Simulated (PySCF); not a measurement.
W(NH)(S)(F)(NH2) (FH3N2SW), SMILES [NH]=[W]([NH2])([F])=[S], multiplicity 1. Coordinates come from a PBE0-D3(BJ)/def2-SVP optimisation. The spin state was assumed, not searched. The structure was generated by enumeration; whether it is a known compound was not checked. The def2 effective core potentials stand for the cores of W; spin–orbit coupling is left out. Other conformers were not sampled.

All values below come from PBE0-D3(BJ)/def2-SVP (PySCF).

Harmonic wavenumbers (cm⁻¹): 178, 189, 198, 238, 258, 405, 516, 541, 568, 628, 681, 699, 742, 1034, 1513, 3582, 3654, 3689. Rotational constants (GHz): 3.138, 2.174, 1.979; symmetry number 1.

### Question
Work out the zero-point energy and the ideal-gas rigid-rotor harmonic-oscillator thermochemistry at 298.15 K and 1 atm.

### Answer
ZPE = ½ Σ hcν = ½ × 19313 cm⁻¹ = 115.52 kJ/mol. H − E(el) = 136.26 kJ/mol. Entropy in J/(mol K): translation 178.38, rotation 115.34, vibration 59.70, total 353.42. G − E(el) = 30.88 kJ/mol. Cp = 108.01 J/(mol K).
